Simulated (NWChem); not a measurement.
Molecule: InHOBrF; SMILES [Br][In]([F])[OH]

```xyz
5

In    -0.0125     0.6562     0.0000
F      1.7174     1.6118     0.0000
Br     0.0017    -1.8143     0.0000
O     -1.6860     1.7666     0.0000
H     -1.4154     2.7081     0.0000
```
Atoms are numbered in this order, from 1.

Results from NWChem. The geometry was optimised at PBE-D3(BJ)/def2-SVP. def2 effective core potentials on In; no spin-orbit coupling.

**Question.** What does the run give for LC-wPBE (HJS exchange hole, range parameter 0.4 per bohr)/def2-SVP? Quantities: highest occupied level (eV); orbital gap (eV); dipole (D).

**Answer.** 
```json
{
 "highest occupied level (eV)": "-11.54",
 "orbital gap (eV)": "10.98",
 "dipole (D)": "1.14"
}
```
